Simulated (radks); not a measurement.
All-electron atom: Ni in [Ar] 3d8 4s2. Calculated with a radial shooting solver on a logarithmic mesh with Libxc functionals: non-relativistic Kohn-Sham, PBEsol, spin-unpolarised, spherical densities, point nucleus.

X-ray form factor f0, the Fourier transform of the density (f0(0) = 28):

sin(theta)/lambda (1/angstrom)  f0 (electrons)
0.05                                    27.374
0.1                                     25.827
0.15                                    23.943
0.2                                     22.057
0.25                                    20.265
0.3                                     18.571
0.4                                     15.496
0.5                                     12.917
0.6                                     10.892
0.8                                      8.286
1                                        6.914
1.25                                     5.896
1.5                                      5.074
2                                        3.586
